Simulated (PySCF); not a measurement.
HO (SMILES [OH]), doublet, geometry from GFN2-xTB; CAMB3LYP/aug-cc-pVDZ in PySCF.

PySCF was given this input:
```python
from pyscf import gto, scf, dft

mol = gto.Mole()
mol.atom = '''
    O    -0.000000   -0.000000   -0.107036
    H     0.000000    0.000000    0.856289
'''
mol.basis = 'aug-cc-pvdz'
mol.charge = 0
mol.spin = 1
mol.verbose = 4
mol.build()

mf = dft.UKS(mol)
mf.xc = 'camb3lyp'
mf.conv_tol_grad = 1e-7
mf.kernel()
```

It wrote (shortened):

```
PySCF version 2.14.0

[INPUT] verbose = 4
[INPUT] num. atoms = 2
[INPUT] num. electrons = 9
[INPUT] charge = 0
[INPUT] spin (= nelec alpha-beta = 2S) = 1
[INPUT] symmetry False subgroup None
[INPUT] Mole.unit = angstrom
[INPUT] Symbol           X                Y                Z      unit          X                Y                Z       unit  Magmom
[...]
nuclear repulsion = 4.39458924803156
number of shells = 13
number of NR pGTOs = 46
number of NR cGTOs = 32
basis = aug-cc-pvdz
ecp = {}

******** <class 'pyscf.dft.uks.UKS'> ********
method = UKS
initial guess = minao
damping factor = 0
level_shift factor = 0
DIIS = <class 'pyscf.scf.diis.CDIIS'>
diis_start_cycle = 1
diis_space = 8
diis_damp = 0
SCF conv_tol = 1e-09
SCF conv_tol_grad = 1e-07
SCF max_cycles = 50
direct_scf = True
direct_scf_tol = 1e-13
number electrons alpha = 5  beta = 4
XC library pyscf.dft.libxc version 7.1.2
    S. Lehtola, C. Steigemann, M. J. T. Oliveira, and M. A. L. Marques,  SoftwareX 7, 1–5 (2018)
XC functionals = camb3lyp
    T. Yanai, D. P. Tew, and N. C. Handy,  Chem. Phys. Lett. 393, 51 (2004)
radial grids:
    Treutler-Ahlrichs [JCP 102, 346 (1995); DOI:10.1063/1.469408] (M4) radial grids

becke partition: Becke, JCP 88, 2547 (1988); DOI:10.1063/1.454033
pruning grids: <function nwchem_prune>
grids dens level: 3
symmetrized grids: False
atomic radii adjust function: <function treutler_atomic_radii_adjust>
small_rho_cutoff = 0
tot grids = 23896
init E= -75.5434705284225

cycle= 1 E= -75.705238479751  delta_E= -0.162  |g|= 0.193  |ddm|=  0.9
cycle= 2 E= -75.7123745353723  delta_E= -0.00714  |g|= 0.163  |ddm|= 0.225
cycle= 3 E= -75.7223640150593  delta_E= -0.00999  |g|= 0.0216  |ddm|= 0.0997
cycle= 4 E= -75.7225723936521  delta_E= -0.000208  |g|= 0.00416  |ddm|= 0.015
cycle= 5 E= -75.7225899743101  delta_E= -1.76e-05  |g|= 0.00103  |ddm|= 0.00537
cycle= 6 E= -75.7225916820642  delta_E= -1.71e-06  |g|= 0.000206  |ddm|= 0.00206
cycle= 7 E= -75.7225917613802  delta_E= -7.93e-08  |g|= 3.82e-05  |ddm|= 0.00051
cycle= 8 E= -75.7225917641686  delta_E= -2.79e-09  |g|= 5.53e-06  |ddm|= 0.000103
cycle= 9 E= -75.7225917642188  delta_E= -5.02e-11  |g|= 9.28e-07  |ddm|= 1.16e-05
cycle= 10 E= -75.7225917642213  delta_E= -2.56e-12  |g|= 4.65e-07  |ddm|= 2.34e-06
cycle= 11 E= -75.7225917642228  delta_E= -1.51e-12  |g|= 4.63e-07  |ddm|= 1.49e-06
cycle= 12 E= -75.7225917642235  delta_E= -6.54e-13  |g|= 4.63e-07  |ddm|= 6.71e-07
[...]
cycle= 23 E= -75.7225917642266  delta_E= -3.41e-13  |g|= 4.63e-07  |ddm|= 2.65e-07
cycle= 24 E= -75.7225917642267  delta_E= -1.71e-13  |g|= 4.63e-07  |ddm|= 2.65e-07
cycle= 25 E= -75.7225917642271  delta_E= -3.98e-13  |g|= 4.63e-07  |ddm|= 2.73e-07
cycle= 26 E= -75.7225917642274  delta_E= -2.27e-13  |g|= 4.63e-07  |ddm|= 2.87e-07
cycle= 27 E= -75.7225917642276  delta_E= -2.84e-13  |g|= 4.63e-07  |ddm|= 3.05e-07
cycle= 28 E= -75.722591764228  delta_E= -3.69e-13  |g|= 4.63e-07  |ddm|= 2.86e-07
cycle= 29 E= -75.7225917642283  delta_E= -2.84e-13  |g|= 4.63e-07  |ddm|= 2.8e-07
cycle= 30 E= -75.7225917642286  delta_E= -2.84e-13  |g|= 4.63e-07  |ddm|= 2.79e-07
cycle= 31 E= -75.7225917642288  delta_E= -2.27e-13  |g|= 4.63e-07  |ddm|= 2.8e-07
cycle= 32 E= -75.722591764229  delta_E= -2.27e-13  |g|= 4.63e-07  |ddm|= 2.82e-07
cycle= 33 E= -75.7225917642292  delta_E= -1.71e-13  |g|= 4.63e-07  |ddm|= 2.84e-07
cycle= 34 E= -75.7225917642295  delta_E= -3.41e-13  |g|= 4.63e-07  |ddm|= 2.85e-07
cycle= 35 E= -75.7225917642299  delta_E= -3.41e-13  |g|= 4.63e-07  |ddm|= 2.85e-07
cycle= 36 E= -75.7225917642302  delta_E= -3.41e-13  |g|= 4.63e-07  |ddm|= 2.83e-07
cycle= 37 E= -75.7225917642305  delta_E= -2.27e-13  |g|= 4.63e-07  |ddm|= 2.82e-07
cycle= 38 E= -75.7225917642308  delta_E= -3.13e-13  |g|= 4.63e-07  |ddm|= 2.83e-07
cycle= 39 E= -75.7225917642309  delta_E= -1.71e-13  |g|= 4.63e-07  |ddm|= 2.83e-07
cycle= 40 E= -75.7225917642312  delta_E= -2.27e-13  |g|= 4.63e-07  |ddm|= 2.83e-07
cycle= 41 E= -75.7225917642316  delta_E= -4.55e-13  |g|= 4.63e-07  |ddm|= 2.84e-07
cycle= 42 E= -75.7225917642318  delta_E= -1.42e-13  |g|= 4.63e-07  |ddm|= 2.84e-07
cycle= 43 E= -75.722591764232  delta_E= -2.84e-13  |g|= 4.63e-07  |ddm|= 2.83e-07
cycle= 44 E= -75.7225917642324  delta_E= -3.98e-13  |g|= 4.63e-07  |ddm|= 2.83e-07
cycle= 45 E= -75.7225917642326  delta_E= -1.14e-13  |g|= 4.63e-07  |ddm|= 2.83e-07
cycle= 46 E= -75.7225917642329  delta_E= -3.41e-13  |g|= 4.63e-07  |ddm|= 2.83e-07
cycle= 47 E= -75.7225917642332  delta_E= -2.56e-13  |g|= 4.63e-07  |ddm|= 2.83e-07
cycle= 48 E= -75.7225917642334  delta_E= -2.27e-13  |g|= 4.63e-07  |ddm|= 2.83e-07
cycle= 49 E= -75.7225917642338  delta_E= -4.55e-13  |g|= 4.63e-07  |ddm|= 2.83e-07
cycle= 50 E= -75.7225917642341  delta_E= -2.84e-13  |g|= 4.63e-07  |ddm|= 2.83e-07
SCF not converged.
SCF energy = -75.7225917642341 after 50 cycles  <S^2> = 0.75244874  2S+1 = 2.0024472
```

Convergence was not reached.
